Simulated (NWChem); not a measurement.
System: BeHCl; SMILES [BeH][Cl]

NWChem input:

```
start job
memory heap 200 mb stack 900 mb global 1100 mb
geometry units angstroms noautosym nocenter noautoz
  Be     0.000000     0.000000    -1.300052
  H      0.000000     0.000000    -2.635533
  Cl     0.000000     0.000000     0.526685
end
basis spherical
  * library def2-svpd
end
dft
  xc b3lyp
  iterations 150
  vectors input atomic output neutral.movecs
end
task dft energy
charge 1
dft
  odft
  mult 2
  vectors input atomic output cation.movecs
end
task dft energy
charge -1
dft
  odft
  mult 2
  vectors input atomic output anion.movecs
end
task dft energy
```

Output (shortened):

```
             Northwest Computational Chemistry Package (NWChem) 7.3.0
             --------------------------------------------------------

                             Geometry "geometry" -> ""
                             -------------------------

 Output coordinates in angstroms (scale by  1.889725989 to convert to a.u.)

  No.       Tag          Charge          X              Y              Z
 ---- ---------------- ---------- -------------- -------------- --------------
    1 Be                   4.0000     0.00000000     0.00000000    -1.30005200
    2 H                    1.0000     0.00000000     0.00000000    -2.63553300
    3 Cl                  17.0000     0.00000000     0.00000000     0.52668500

 Effective nuclear repulsion energy (a.u.)      24.1283621662

                                 NWChem DFT Module
                                 -----------------

 Summary of "ao basis" -> "ao basis" (spherical)
 ------------------------------------------------------------------------------
       Tag                 Description            Shells   Functions and Types
 ---------------- ------------------------------  ------  ---------------------
 Be                        def2-svpd                 6       12   3s3p
 H                         def2-svpd                 4        8   2s2p
 Cl                        def2-svpd                11       27   5s4p2d

            General Information
            -------------------
          SCF calculation type: DFT
          Wavefunction type:  closed shell.
          No. of atoms     :     3
          No. of electrons :    22
           Alpha electrons :    11
            Beta electrons :    11
          Charge           :     0
          Spin multiplicity:     1
          Use of symmetry is: off; symmetry adaption is: off
          Maximum number of iterations: 150
          AO basis - number of functions:    47
                     number of shells:    21
          Convergence on energy requested:  1.00D-06
          Convergence on density requested:  1.00D-05
          Convergence on gradient requested:  5.00D-04

              XC Information
              --------------
                         B3LYP Method XC Potential
                     Hartree-Fock (Exact) Exchange  0.200
                        Slater Exchange Functional  0.800 local
                    Becke 1988 Exchange Functional  0.720 non-local
              Lee-Yang-Parr Correlation Functional  0.810
                  VWN I RPA Correlation Functional  0.190 local

             Grid Information
             ----------------
          Grid used for XC integration:  medium
          Radial quadrature: Mura-Knowles
          Angular quadrature: Lebedev.
          Tag              B.-S. Rad. Rad. Pts. Rad. Cut. Ang. Pts.
          ---              ---------- --------- --------- ---------
          Be                  1.05       49          11.0       434
          H                   0.35       45          11.0       434
          Cl                  1.00       88          11.0       590
          Grid pruning is: on
          Number of quadrature shells:   182
          Spatial weights used:  Erf1

      Superposition of Atomic Density Guess
      -------------------------------------

 Sum of atomic energies:        -474.38260005

      Non-variational initial energy
      ------------------------------

 Total energy =    -474.678320
 1-e energy   =    -701.712401
 2-e energy   =     202.905719
 HOMO         =      -0.441939
 LUMO         =       0.029215

   convergence    iter        energy       DeltaE   RMS-Dens  Diis-err
 ---------------- ----- ----------------- --------- --------- ---------
 d= 0,ls=0.0,diis     1   -475.4427867619 -5.00D+02  1.77D-02  1.86D-01
 d= 0,ls=0.0,diis     2   -475.4532527269 -1.05D-02  7.97D-03  1.08D-01
 d= 0,ls=0.0,diis     3   -475.4698571961 -1.66D-02  2.20D-03  1.33D-02
 d= 0,ls=0.0,diis     4   -475.4718597155 -2.00D-03  2.89D-04  9.67D-05
 d= 0,ls=0.0,diis     5   -475.4718791262 -1.94D-05  5.20D-05  6.39D-06
 d= 0,ls=0.0,diis     6   -475.4718800087 -8.82D-07  1.30D-05  2.34D-07
 d= 0,ls=0.0,diis     7   -475.4718800487 -4.00D-08  1.52D-06  1.12D-09

         Total DFT energy =     -475.471880048714
      One electron energy =     -703.017788089240
           Coulomb energy =      234.914486639921
    Exchange-Corr. energy =      -31.496940765640
 Nuclear repulsion energy =       24.128362166245

 Numeric. integr. density =       21.999999212840

                       DFT Final Molecular Orbital Analysis
                       ------------------------------------

 Vector    9  Occ=2.000000D+00  E=-3.484173D-01
              MO Center=  1.5D-07, -1.4D-07,  4.1D-01, r^2= 1.3D+00
   Bfn.  Coefficient  Atom+Function         Bfn.  Coefficient  Atom+Function
  ----- ------------  ---------------      ----- ------------  ---------------
    32      0.437493  3 Cl px                33     -0.396998  3 Cl py
    29      0.344986  3 Cl px                30     -0.313053  3 Cl py
    26      0.199240  3 Cl px                27     -0.180798  3 Cl py
     4     -0.091512  1 Be px                 5      0.083042  1 Be py
    35      0.067762  3 Cl px                36     -0.061490  3 Cl py

 Vector   10  Occ=2.000000D+00  E=-3.484173D-01
              MO Center=  2.5D-09,  1.2D-09,  4.1D-01, r^2= 1.3D+00
   Bfn.  Coefficient  Atom+Function         Bfn.  Coefficient  Atom+Function
  ----- ------------  ---------------      ----- ------------  ---------------
    33      0.437493  3 Cl py                32      0.396998  3 Cl px
    30      0.344986  3 Cl py                29      0.313053  3 Cl px
    27      0.199240  3 Cl py                26      0.180798  3 Cl px
     5     -0.091512  1 Be py                 4     -0.083042  1 Be px
    36      0.067762  3 Cl py                35      0.061490  3 Cl px

 Vector   11  Occ=2.000000D+00  E=-3.475002D-01
              MO Center= -1.5D-07,  1.3D-07, -2.3D+00, r^2= 1.2D+00
   Bfn.  Coefficient  Atom+Function         Bfn.  Coefficient  Atom+Function
  ----- ------------  ---------------      ----- ------------  ---------------
    13      0.431828  2 H  s                  2      0.388356  1 Be s
     6      0.363726  1 Be pz                 9     -0.197687  1 Be pz
    25      0.167982  3 Cl s                  1     -0.144593  1 Be s
    31      0.098878  3 Cl pz                20     -0.084249  2 H  pz
    24      0.070126  3 Cl s                 37     -0.056461  3 Cl pz

 Vector   12  Occ=0.000000D+00  E=-3.487378D-02
              MO Center= -2.0D-08,  1.7D-08, -1.4D+00, r^2= 4.5D+00
   Bfn.  Coefficient  Atom+Function         Bfn.  Coefficient  Atom+Function
  ----- ------------  ---------------      ----- ------------  ---------------
     4      0.399365  1 Be px                 5     -0.336382  1 Be py
    10     -0.294855  1 Be px                 7     -0.249247  1 Be px
    11      0.248354  1 Be py                 8      0.209939  1 Be py
    32      0.176098  3 Cl px                35      0.170458  3 Cl px
    33     -0.148326  3 Cl py                36     -0.143576  3 Cl py

 Vector   13  Occ=0.000000D+00  E=-3.487378D-02
              MO Center= -1.1D-09, -3.5D-10, -1.4D+00, r^2= 4.5D+00
   Bfn.  Coefficient  Atom+Function         Bfn.  Coefficient  Atom+Function
  ----- ------------  ---------------      ----- ------------  ---------------
     5      0.399365  1 Be py                 4      0.336382  1 Be px
    11     -0.294855  1 Be py                 8     -0.249247  1 Be py
    10     -0.248354  1 Be px                 7     -0.209939  1 Be px
    33      0.176098  3 Cl py                36      0.170458  3 Cl py
    32      0.148326  3 Cl px                35      0.143576  3 Cl px

 Vector   14  Occ=0.000000D+00  E=-4.676342D-03
              MO Center=  3.1D-09, -1.6D-09, -1.9D-01, r^2= 8.2D+00
   Bfn.  Coefficient  Atom+Function         Bfn.  Coefficient  Atom+Function
  ----- ------------  ---------------      ----- ------------  ---------------
     3      2.789244  1 Be s                 25     -1.862653  3 Cl s
    37      0.941066  3 Cl pz                 9      0.677119  1 Be pz
    12      0.591375  1 Be pz                14     -0.347593  2 H  s
    24     -0.314026  3 Cl s                  2      0.276213  1 Be s
    23     -0.267626  3 Cl s                 34      0.218145  3 Cl pz

     Multipole analysis of the density
     ---------------------------------

     L   x y z        total         alpha         beta         nuclear
     -   - - -        -----         -----         ----         -------
     0   0 0 0     -0.000000    -11.000000    -11.000000     22.000000

     1   1 0 0     -0.000000     -0.000000     -0.000000      0.000000
     1   0 1 0      0.000000      0.000000      0.000000      0.000000
     1   0 0 1     -0.201695     -1.157114     -1.157114      2.112532

     2   2 0 0    -13.913872     -6.956936     -6.956936      0.000000
     2   1 1 0     -0.000000     -0.000000     -0.000000      0.000000
     2   1 0 1     -0.000000     -0.000000     -0.000000      0.000000
     2   0 2 0    -13.913872     -6.956936     -6.956936      0.000000
     2   0 1 1      0.000000      0.000000      0.000000      0.000000
     2   0 0 2    -16.596223    -41.191766    -41.191766     65.787309

                                 NWChem DFT Module
                                 -----------------

[...]
```

Level: B3LYP/def2-SVPD, vertical spin-unrestricted ions. All runs use the structure optimised with PBE-D3(BJ)/def2-SVP. B3LYP is NWChem's, with the RPA form of VWN correlation.
